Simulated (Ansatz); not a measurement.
Reaction (isomerisation): `C1C[SiH2]O1` → `C=C(O)[SiH3]`

Computed with Ansatz on PBE0-D4/def2-TZVP structures; ΔE is electronic, products minus reactants. CBS: MP2 limit from def2 TZ/QZ plus the TZ coupled-cluster correction, frozen cores. DFT in def2-TZVPP. HSE06 is defined as in plane-wave codes. Each species was taken in one conformer, which may not be the lowest.

`C1C[SiH2]O1`:

```xyz
10

C     0.950   -0.284    0.544
C     0.255    0.857   -0.235
Si   -1.132   -0.397   -0.348
O    -0.051   -1.330    0.512
H     1.865   -0.641    0.065
H     1.174   -0.025    1.582
H     0.752    1.131   -1.164
H     0.070    1.753    0.354
H    -2.402   -0.114    0.376
H    -1.482   -0.949   -1.686
```

`C=C(O)[SiH3]`:

Z-matrix (Å, degrees):
```
Si
C 1 1.875
H 1 1.489 2 109.7
H 1 1.489 2 109.7 3 -117.4
H 1 1.482 2 109.4 3 121.3
O 2 1.368 1 119.8 3 58.7
C 2 1.332 1 121.2 3 -121.3
H 6 0.960 2 110.6 1 -0.0
H 7 1.085 2 121.4 1 180.0
H 7 1.081 2 120.3 1 -0.0
```

```csv
level,ΔE (kJ/mol)
revPBE-D4,104.2
PBE0-D4,119.7
PBE,105.4
r2SCAN,114.1
PBE0,119.6
HSE06,119.5
RPA@PBE/def2-TZVPP,116.6
SCS-MP2/def2-QZVPP,123.7
```

**Question.** What does CCSD(T)/CBS give? (Best estimate.)

**Answer.** Ansatz gave: +116.8 kJ/mol. The listed levels differ from it by -12.6, 2.9, -11.4, -2.7, 2.8, 2.7, -0.2, 6.9 kJ/mol.

Largest T1 diagnostic among the species: 0.013.

From r2SCAN to r2SCAN0 (25 % exact exchange), in def2-TZVPP and without D4, ΔE moves by +10.0 kJ/mol. At CCSD(T), def2-SVP lies −17.6 kJ/mol from the extrapolated value and def2-TZVPP +0.0 kJ/mol.
